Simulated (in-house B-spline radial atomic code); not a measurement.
Configurations of the caesium ion Cs⁴⁺, with energies counted from [Kr] 4d10 5s2 5p3. All numbers are computed (scalar-relativistic (X2C) Hartree-Fock with fractional occupations, spin-polarised, spherical fractional occupations; Fermi nucleus of rms radius 4.8041 fm) with a radial B-spline atomic code at the basis-set limit, not measured. Caution: exact exchange at fractional occupations of open shells leaves self-interaction of up to several eV. Shells without spins written out take the highest spin.

Occupations are held fixed; configurations that lie above the ionisation limit could autoionise.

```
                                              configuration  E - E(ref) (eV)  highest orbital  its <r> (bohr)
                                          [Kr] 4d10 5s1 5p4           18.644          5p down           1.959
                                      [Kr] 4d10 5s1 5p3 5d1           32.787            5d up           2.435
                                      [Kr] 4d10 5s2 5p2 6p1           37.128            6p up           3.945
            [Kr] 4d10 5s2 5p(1 up, 1 down) 6p(0 up, 1 down)           42.761          6p down           3.967
            [Kr] 4d10 5s2 5p(0 up, 2 down) 6d(1 up, 0 down)           44.365            6d up           5.094
[Kr] 4d(4 up, 5 down) 5s2 5p(0 up, 3 down) 6p(1 up, 0 down)            114.3            6p up           3.946
                          [Ar] 3d9 4s2 4p6 4d10 5s2 5p3 6f1              807            6f up           7.175
```

Order these further configurations by energy, lowest first.
A. [Kr] 4d10 5s1 5p3 6p1
B. [Kr] 4d9 5s2 5p3 5d1
C. [Ar] 3d10 4s2 4p5 4d10 5s2 5p3 5d1
D. [Kr] 4d10 5s2 5p(1 up, 2 down)
E. [Kr] 4d10 4f1 5s2 5p2

D (10.625 eV), E (34.147 eV), A (42.117 eV), B (103.89 eV), C (201.2 eV).

How far above the reference does [Ar] 3d10 4s2 4p(3 up, 2 down) 4d10 5s2 5p(1 up, 2 down) 6d(0 up, 1 down) lie?

230.2 eV; its least bound orbital is 6d down with <r> = 4.935 bohr.

How far above the reference does [Kr] 4d10 4f1 5s1 5p3 lie?

38.338 eV; its least bound orbital is 4f up with <r> = 1.752 bohr.

How far above the reference does [Kr] 4d9 5s2 5p3 6f1 lie?

127.29 eV; its least bound orbital is 6f up with <r> = 7.245 bohr.
